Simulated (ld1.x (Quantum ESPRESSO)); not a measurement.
Configuration tests for niobium (RRKJ)

Nb (Z = 41), norm-conserving RRKJ (Kleinman–Bylander form), made with ld1.x (Quantum ESPRESSO) 7.5 (PBE, scalar-relativistic). Core [Kr], reference 4d4 5s1 5p0. Waves: 5p (bound, empty): rc 3.00 bohr; 4d (bound): rc 1.60 bohr; 5s (bound): rc 3.30 bohr. Local part: the s channel. Core correction: Bessel-smoothed model core inside 1.40 bohr.

Energies are relative to the spin-unpolarised reference configuration 4d4 5s1 5p0; without spin polarisation the order of configurations can differ from experiment.

```json
{"valence configuration": "4d4 5s0 5p0", "charge": "+1", "ΔE all-electron (eV)": "6.637", "error AE − PS (meV)": "-16"}
{"valence configuration": "4d3 5s0 5p0", "charge": "+2", "ΔE all-electron (eV)": "20.677", "error AE − PS (meV)": "-123"}
{"valence configuration": "4d4.5 5s0.5 5p0", "charge": "0", "ΔE all-electron (eV)": "0.558", "error AE − PS (meV)": "-17"}
{"valence configuration": "4d3 5s1 5p0", "charge": "+1", "ΔE all-electron (eV)": "7.018", "error AE − PS (meV)": "-71"}
{"valence configuration": "4d3 5s2 5p0", "charge": "0", "ΔE all-electron (eV)": "-0.516", "error AE − PS (meV)": "-87"}
{"valence configuration": "4d4 5s0.5 5p0", "charge": "+0.5", "ΔE all-electron (eV)": "2.638", "error AE − PS (meV)": "-3.8"}
```

Problem. What are ΔE and the potential's error for 4d2 5s0 5p0?

Solution. ΔE = 45.402 eV all-electron; the error (AE − PS) is -665 meV.
